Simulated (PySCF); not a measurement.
C₃H₁₀Si, SMILES CCC[SiH3]. Atoms are numbered in the order given.

```xyz
14

Si     0.0751     1.7897     0.0000
C     -0.5872     0.0182     0.0000
C      0.4971    -1.0697     0.0000
C     -0.0725    -2.4887     0.0000
H     -1.0498     2.7722     0.0000
H      0.9176     2.0333     1.2099
H      0.9176     2.0333    -1.2099
H     -1.2438    -0.1015     0.8811
H     -1.2438    -0.1015    -0.8811
H      1.1513    -0.9376     0.8803
H      1.1513    -0.9376    -0.8803
H     -0.7014    -2.6639    -0.8887
H      0.7270    -3.2469     0.0000
H     -0.7014    -2.6639     0.8887
```

Geometry: B3LYP-D3(BJ)/def2-SVP. One conformer was computed; it need not be the lowest.

These are TDDFT-CAM-B3LYP/def2-SVPD (PySCF) values and carry that method's errors.

Vertical excitations. Gas-phase values at a fixed geometry. State labels are in the subgroup Cs.

| state | symmetry | energy (eV) | λ (nm) | f | main pairs |
|---|---|---|---|---|---|
| S1 | A' | 8.04 | 154 | 0.038 | HOMO→LUMO 93 % |
| S2 | A" | 8.68 | 143 | 0.016 | HOMO−1→LUMO 69 % |
| S3 | A' | 8.71 | 142 | 0.016 | HOMO−2→LUMO 51 %, HOMO→LUMO+3 17 %, HOMO−2→LUMO+2 13 % |
| S4 | A' | 8.86 | 140 | 0.007 | HOMO→LUMO+3 43 %, HOMO−2→LUMO 24 %, HOMO→LUMO+5 15 %, HOMO→LUMO+1 7 % |
| S5 | A' | 8.92 | 139 | 0.234 | HOMO→LUMO+1 83 % |
| S6 | A" | 8.94 | 139 | 0.005 | HOMO−3→LUMO 49 %, HOMO→LUMO+4 19 %, HOMO−1→LUMO 12 % |
| S7 | A" | 9.02 | 137 | 0.009 | HOMO→LUMO+4 65 %, HOMO−3→LUMO 20 % |
| S8 | A' | 9.17 | 135 | 0.089 | HOMO→LUMO+2 67 % |
| S9 | A" | 9.20 | 135 | 0.085 | HOMO−1→LUMO+1 37 %, HOMO−1→LUMO+3 13 %, HOMO−3→LUMO+1 11 %, HOMO−1→LUMO+2 10 % |
| S10 | A' | 9.25 | 134 | 0.135 | HOMO−2→LUMO+1 51 %, HOMO−2→LUMO+2 14 %, HOMO→LUMO+3 8 % |
| T1 | A' | 7.66 | 162 | 0 | HOMO→LUMO 77 %, HOMO→LUMO+2 14 % |
| T2 | A" | 8.21 | 151 | 0 | HOMO−1→LUMO 55 %, HOMO−1→LUMO+2 11 %, HOMO−3→LUMO 10 % |
| T3 | A' | 8.26 | 150 | 0 | HOMO−2→LUMO 57 %, HOMO−2→LUMO+2 15 % |
| T4 | A' | 8.43 | 147 | 0 | HOMO→LUMO+1 32 %, HOMO→LUMO+3 27 %, HOMO→LUMO+5 9 %, HOMO→LUMO 7 % |
Triplets are in the Tamm–Dancoff approximation, which puts them higher than full response would, so one can lie above its singlet here.
